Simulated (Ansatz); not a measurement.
Species: CH5NSi, SMILES `C(=N\[H])/[SiH3]` (charge 0, multiplicity 1), formula CH5NSi.

**Question.** How many basis functions does frozen-core CCSD(T)/cc-pVTZ // r2SCAN-D4/def2-TZVP (Ansatz, an electronic-structure program) use, how many core orbitals are frozen, and how many electrons are correlated?

**Answer.** 164 basis functions and 7 frozen orbitals, which leaves 18 correlated electrons. Core time is of the order of seconds.
